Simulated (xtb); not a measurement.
SbI2, SMILES [I][Sb+][I] (connectivity only; charge and spin as stated), charge +1, multiplicity 1. All values are semi-empirical tight-binding results from xtb (GFN2-xTB unless named), good for trends rather than for accurate numbers. The structure is a stationary point at GFN2-xTB. The multiplicity is an assumed one; other spin states were not compared. The isomer is the one that the SMILES or the coordinates give; other isomers of the formula were not compared.

For metal compounds this method's bond lengths and energies can be far off.

Computed properties:
```json
{
  "point_group_as_xtb_finds_it": "C2v",
  "orbital_gap": "1.73 eV",
  "zero_point_energy": "0.8 kcal/mol",
  "G − E(el) at 298.15 K (modified RRHO)": "-19.9 kcal/mol"
}
```
